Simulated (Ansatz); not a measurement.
Stepwise reaction of `C[CH](C)[Ga]([OH])[CH](C)C` with water, as a gas-phase model of exchange steps in deposition or etching. ΔE in kJ/mol.

Computed with Ansatz on PBE0-D4/def2-TZVP structures; ΔE is electronic, products minus reactants. CBS: MP2 limit from def2 TZ/QZ plus the TZ coupled-cluster correction, frozen cores. This one scheme is used for every species. Functionals use def2-TZVPP. B3LYP here is the variant with VWN-RPA as its local correlation; programs differ in this. For Ga outer-core shells are correlated without core-valence functions, which leaves a few kJ/mol of doubt a bond. Scalar relativity is left out up to krypton. One conformer a species, not always the lowest.

| step | reaction | PBE-D4 | B3LYP-D4 | ωB97M-V | CCSD(T)/CBS |
| --- | --- | --- | --- | --- | --- |
| 2 | `C[CH](C)[Ga]([OH])[OH]` + H₂O → `[OH][Ga]([OH])[OH]` + `CCC` | -63.3 | -70.8 | -71.3 | -64.0 |

(1) Give the row of step 1, `C[CH](C)[Ga]([OH])[CH](C)C` + H₂O → `C[CH](C)[Ga]([OH])[OH]` + `CCC`. (Best estimate.)

(2) By hand: ΔE of the 2 steps together at CCSD(T)/CBS.

## Answers

(1) Ansatz gave: 
```tsv
step	reaction	PBE-D4	B3LYP-D4	ωB97M-V	CCSD(T)/CBS
1	`C[CH](C)[Ga]([OH])[CH](C)C` + H₂O → `C[CH](C)[Ga]([OH])[OH]` + `CCC`	-86.4	-93.5	-92.8	-86.5
```

(2) (-86.5) + (-64.0) = -150.5 kJ/mol, or -75.2 kJ/mol a step.

In ΔE each step is higher than the one before. All are downhill at CCSD(T)/CBS. PBE-D4 differs from CCSD(T)/CBS by 0.1 to 0.7 kJ/mol a step. Only this route is followed, and other bonds may react first. Isolated molecules leave out the surface, adducts and barriers. Largest T1 diagnostic: 0.014.
